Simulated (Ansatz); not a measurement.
## Cost against result

Saddle point of GeSiH4F2, closed shell (GeSiH₄F₂ ([F][SiH]([F])[GeH3]) → GeH₄ + SiF₂; bonds formed: Ge1–H3; bonds broken: Ge1–Si2, Si2–H3), PBE0-D4/def2-TZVP structure:

Ge1  (-0.843, -0.110, 0.749)
Si2  (0.639, 0.564, -1.065)
H3  (0.722, -0.769, 0.045)
F4  (2.111, 1.077, -0.692)
F5  (0.844, -0.366, -2.355)
H6  (-1.086, -1.576, 1.173)
H7  (-2.215, 0.449, 0.309)
H8  (-0.172, 0.732, 1.835)
(Å)

Barriers are electronic and count from the start structure reached by relaxing down the imaginary mode.

Computed with Ansatz 0.2.0 (basis: as named in each row); correlated methods freeze the cores. Filled d shells of the heavier atoms are correlated. The def2 sets are not built for correlating such inner shells, so the correlated values are less sure here. B3LYP uses VWN-RPA correlation. Extrapolation: Hartree–Fock as exp(−7.88 √X), correlation as X^−2.97.

Times are rough, for one single point on 4 threads of a shared host (Arm Neoverse V2).

The estimate by CCSD(T) at an estimated basis limit (MP2 extrapolated from triple and quadruple zeta, plus CCSD(T) − MP2 in triple zeta) is 66.47 kcal/mol.

| method | basis | time (s) | barrier (kcal/mol) | method less estimate |
| --- | --- | --- | --- | --- |
| HF | STO-3G | under 1 | 100.69 | 34.22 |
| SPW92 | def2-SVP | under 1 | 58.20 | -8.27 |
| PBE-D4 | STO-3G | under 1 | 78.69 | 12.22 |
| PBE-D4 | def2-SVP | under 1 | 58.64 | -7.83 |
| B3LYP-D4 | 6-31G | under 1 | 62.72 | -3.75 |
| SPW92 | def2-TZVPP | under 1 | 58.16 | -8.31 |
| PBE0-D4 | def2-SVP | under 1 | 63.25 | -3.22 |
| BLYP-D4 | def2-TZVPP | 1 | 60.29 | -6.18 |
| PBE-D4 | def2-TZVPP | 2 | 58.57 | -7.90 |
| B3LYP-D4 | def2-TZVPP | 2 | 63.87 | -2.60 |
| BHLYP-D4 | def2-TZVPP | 2 | 68.63 | 2.16 |
| CAM-B3LYP-D4 | def2-TZVPP | 2 | 66.91 | 0.44 |
| PBE0-D4 | def2-TZVPP | 2 | 63.01 | -3.46 |
| r2SCAN-D4 | def2-TZVPP | 3 | 63.03 | -3.44 |
| RPA on PBE | def2-TZVPP | 4 | 62.76 | -3.71 |
| CCSD(T) | def2-SVP | 4 | 66.32 | -0.15 |
| B2PLYP | def2-TZVPP | 4 | 66.15 | -0.32 |
| r2SCAN0-D4 | def2-TZVPP | 4 | 65.72 | -0.75 |
| wB97M-V | def2-SVP | 4 | 64.18 | -2.29 |
| PBE-QIDH | def2-TZVPP | 4 | 67.27 | 0.80 |
| wB97X-V | def2-TZVPP | 6 | 67.04 | 0.57 |
| B97M-V | def2-TZVPP | 6 | 60.27 | -6.20 |
| wB97M-V | def2-TZVPP | 6 | 64.22 | -2.25 |
| MP2 | def2-QZVPP | 15 | 69.21 | 2.75 |
| CCSD(T) | def2-TZVPP | 87 | 65.48 | -0.99 |

All methods are single points on the PBE0-D4 structures.

The T1 diagnostic stays at or below 0.014. The restricted Hartree–Fock reference is unstable towards an unrestricted one at one or more of these structures.

Losses and insertions of silylenes and their heavier kin drive the gas-phase chemistry of silicon and germanium vapour deposition.

Labels in which every atom is bracketed show which atoms are joined, not bond orders.
